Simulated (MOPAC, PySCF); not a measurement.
C₂H₆BN, SMILES `B/C=N/C` (H–B–C–N torsion 90°), neutral singlet in the gas phase. 

Z-matrix (Å, degrees):
```
N
C 1 1.2671
H 2 1.1076 1 121.03
C 1 1.4476 2 119.20 3 -0.04
H 4 1.0923 1 109.25 2 121.71
H 4 1.0923 5 107.01 1 -118.18
H 4 1.0996 5 109.15 6 -117.99
B 2 1.5585 3 121.49 1 -179.93
H 8 1.1916 2 120.35 3 -90.26
H 8 1.1916 9 119.35 2 -179.70
```
Charge 0, spin multiplicity 1.

All levels are single points at this geometry (B3LYP-D3(BJ)/def2-TZVP); Pople sets use spherical d functions. Orbital energies aren't observables, and empty levels follow the basis.

PBE/6-31G* in PySCF gives gap (eV) = 2.87.

Task: Estimate the gap (eV) from each of these levels: B3LYP-D3(BJ)/def2-TZVP in PySCF; B3LYP/6-311+G** in PySCF; SVWN5/6-31G* in PySCF; HF/STO-3G in PySCF; AM1 in MOPAC; PM3 in MOPAC; PM6 in MOPAC; PM7 in MOPAC.

Result: 
| level | gap (eV) |
|---|---|
| B3LYP-D3(BJ)/def2-TZVP in PySCF | 4.92 |
| B3LYP/6-311+G** in PySCF | 4.91 |
| SVWN5/6-31G* in PySCF | 2.60 |
| HF/STO-3G in PySCF | 15.02 |
| AM1 in MOPAC | 11.49 |
| PM3 in MOPAC | 10.15 |
| PM6 in MOPAC | 9.36 |
| PM7 in MOPAC | 9.18 |
